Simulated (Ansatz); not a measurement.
`[AlH2][O][SiH2][AlH2]` + H₂S → `[AlH2][SiH2]S` + `[OH][AlH2]`  (ligand exchange at the Si–O bond)

Computed with Ansatz on PBE0-D4/def2-TZVP structures; ΔE is electronic, products minus reactants. CCSD(T)/CBS adds triple-zeta CCSD(T) − MP2 to the extrapolated MP2 energy (def2 sets, frozen cores). This one scheme is used for every species. Each species was taken in one conformer, which may not be the lowest.

```csv
species,MP2/def2-TZVPP energy (Eh)
`[AlH2][O][SiH2][AlH2]`,-851.77503
H₂S,-398.89878
`[AlH2][SiH2]S`,-931.71511
`[OH][AlH2]`,-318.94462
```

Question: Work out ΔE.

Answer: ΔE = (-931.71511) + (-318.94462) − (-851.77503) − (-398.89878) = 0.01408 Eh = +0.38 eV. CCSD(T)/CBS gives +0.39 eV.

Largest T1 diagnostic among the species: 0.013.

From PBE to PBE0 (25 % exact exchange), in def2-TZVPP and without D4, ΔE moves by +0.05 eV. In def2-TZVPP, CCSD(T) changes the Hartree–Fock value by −0.19 eV (the triples alone add −0.04 eV) and MP2 by −0.23 eV. At CCSD(T), def2-SVP lies +0.05 eV from the extrapolated value and def2-TZVPP +0.03 eV.
